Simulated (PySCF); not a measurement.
C3H4BFO, SMILES C=C=CB(O)F. Geometry: PBE-D3(BJ)/def2-SVP. This is a generated structure with no PubChem entry under its InChIKey; it may be hypothetical. One conformer was computed; it need not be the lowest.

Problem. Give the equilibrium geometry at PBE-D3(BJ)/def2-SVP (PySCF confirms it by a frequency run) as Cartesian coordinates in Å, and its point group. (An estimate is asked for; the answer gives what the named calculation found.)

Solution. One answer among several that fit: point group Cs.
```xyz
10

C     -0.1529    -2.6980     0.0000
C      0.3734    -1.4943     0.0000
C      0.8724    -0.2675     0.0000
B     -0.0451     1.0010     0.0000
O      0.4329     2.2787     0.0000
F     -1.3784     0.8694     0.0000
H     -0.3851    -3.2206     0.9433
H     -0.3851    -3.2206    -0.9433
H      1.9759    -0.1661     0.0000
H      1.4050     2.3070     0.0000
```
Charge 0, spin multiplicity 1.
